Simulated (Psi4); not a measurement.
Cl₄Ge, triplet, at a GFN2-xTB geometry of the parent state (a higher spin typed on purpose: for a closed-shell molecule this is an excited state); SVWN/def2-TZVP (Psi4).

Psi4 was given this input:
```
memory 2 GB

molecule {
0 3
  Cl   -0.93988899   -1.51230518   -1.16432348
  Ge    0.00000000    0.00000000   -0.00000000
  Cl    2.08248304   -0.40965857    0.14680488
  Cl   -0.28676021    1.89182840   -0.92997922
  Cl   -0.85583384    0.03013535    1.94749782
}

set basis def2-tzvp
set reference uks

energy('svwn')
print_variables()
```

Output, abridged:

```
   => Loading Basis Set <=

    Name: DEF2-TZVP
    Role: ORBITAL
    Keyword: BASIS

         ---------------------------------------------------------
                                   SCF
               by Justin Turney, Rob Parrish, Andy Simmonett
                          and Daniel G. A. Smith
                              UKS Reference
         ---------------------------------------------------------

  ==> Geometry <==

    Molecular point group: c1
    Full point group: Td

    Geometry (in Angstrom), charge = 0, multiplicity = 3:

       Center              X                  Y                   Z               Mass
    ------------   -----------------  -----------------  -----------------  -----------------
         CL          -0.939888990000    -1.512305180000    -1.164323480000    34.968852682000
         GE          -0.000000000000     0.000000000000     0.000000000000    73.921177761000
         CL           2.082483040000    -0.409658570000     0.146804880000    34.968852682000
         CL          -0.286760210000     1.891828400000    -0.929979220000    34.968852682000
         CL          -0.855833840000     0.030135350000     1.947497820000    34.968852682000

  Running in c1 symmetry.

  Rotational constants: A =      0.03994  B =      0.03994  C =      0.03994 [cm^-1]
  Rotational constants: A =   1197.40819  B =   1197.40819  C =   1197.40819 [MHz]
  Nuclear repulsion =  805.370909234747387

  Charge       = 0
  Multiplicity = 3
  Electrons    = 100
  Nalpha       = 51
  Nbeta        = 49

  ==> Algorithm <==

  SCF Algorithm Type is DF.
  DIIS enabled.
  MOM disabled.
  Fractional occupation disabled.
  Guess Type is SAD.
  Energy threshold   = 1.00e-06
  Density threshold  = 1.00e-06
  Integral threshold = 1.00e-12

  ==> Primary Basis <==

  Basis Set: DEF2-TZVP
    Blend: DEF2-TZVP
    Number of shells: 68
    Number of basis functions: 196
    Number of Cartesian functions: 223
    Spherical Harmonics?: true
    Max angular momentum: 3

  ==> DFT Potential <==

   => LibXC <=

    Version 7.1.2
    S. Lehtola, C. Steigemann, M. J. T. Oliveira, and M. A. L. Marques,  SoftwareX 7, 1–5 (2018) (10.1016/j.softx.2017.11.002)

   => Composite Functional: SVWN <=

    Slater exchange
    Vosko, Wilk & Nusair (VWN5_RPA)
    P. A. M. Dirac,  Math. Proc. Cambridge Philos. Soc. 26, 376 (1930) (10.1017/S0305004100016108)
    F. Bloch,  Z. Phys. 57, 545 (1929) (10.1007/BF01340281)
[...]
   @DF-UKS iter  89: -3910.85434308106323   -6.13506e-03   4.80813e-04 ADIIS/DIIS
   @DF-UKS iter  90: -3910.85501726733401   -6.74186e-04   4.68528e-04 ADIIS/DIIS
   @DF-UKS iter  91: -3910.84950139820558    5.51587e-03   5.64663e-04 ADIIS/DIIS
   @DF-UKS iter  92: -3910.84920636143261    2.95037e-04   5.70357e-04 ADIIS/DIIS
   @DF-UKS iter  93: -3910.85880565783737   -9.59930e-03   3.56288e-04 ADIIS/DIIS
   @DF-UKS iter  94: -3910.86087175237162   -2.06609e-03   2.76011e-04 ADIIS/DIIS
   @DF-UKS iter  95: -3910.85129264751458    9.57910e-03   5.53214e-04 ADIIS/DIIS
   @DF-UKS iter  96: -3910.85015882814787    1.13382e-03   5.71139e-04 ADIIS/DIIS
   @DF-UKS iter  97: -3910.85069190012746   -5.33072e-04   5.48501e-04 ADIIS/DIIS
   @DF-UKS iter  98: -3910.85371678782622   -3.02489e-03   4.91746e-04 ADIIS/DIIS
   @DF-UKS iter  99: -3910.84884639811662    4.87039e-03   5.81941e-04 ADIIS/DIIS
   @DF-UKS iter 100: -3910.85848960025078   -9.64320e-03   3.66914e-04 ADIIS/DIIS

PsiException: Could not converge SCF iterations in 100 iterations.

  Failed to converge.

Traceback (most recent call last):
  File "psi4", line 375, in <module>
  File "<string>", line 26, in <module>
  File "site-packages/psi4/driver/driver.py", line 533, in energy
  File "site-packages/psi4/driver/procrouting/proc.py", line 2760, in run_scf
  File "site-packages/psi4/driver/procrouting/proc.py", line 2047, in scf_helper
  File "site-packages/psi4/driver/procrouting/scf_proc/scf_iterator.py", line 93, in scf_compute_energy
  File "site-packages/psi4/driver/procrouting/scf_proc/scf_iterator.py", line 86, in scf_compute_energy
  File "site-packages/psi4/driver/procrouting/scf_proc/scf_iterator.py", line 609, in scf_iterate

psi4.driver.p4util.exceptions.SCFConvergenceError: Could not converge SCF iterations in 100 iterations.

Printing out the relevant lines from the Psithon --> Python processed input file:
      Cl   -0.85583384    0.03013535    1.94749782
    """)
    core.IO.set_default_namespace("")
    core.set_global_option("BASIS", "def2-tzvp")
    core.set_global_option("REFERENCE", "uks")
--> energy('svwn')
    print_variables()

!-------------------------------------------------------!
!                                                       !
!  Could not converge SCF iterations in 100 iterations. !
!                                                       !
!-------------------------------------------------------!
```

Convergence was not reached.
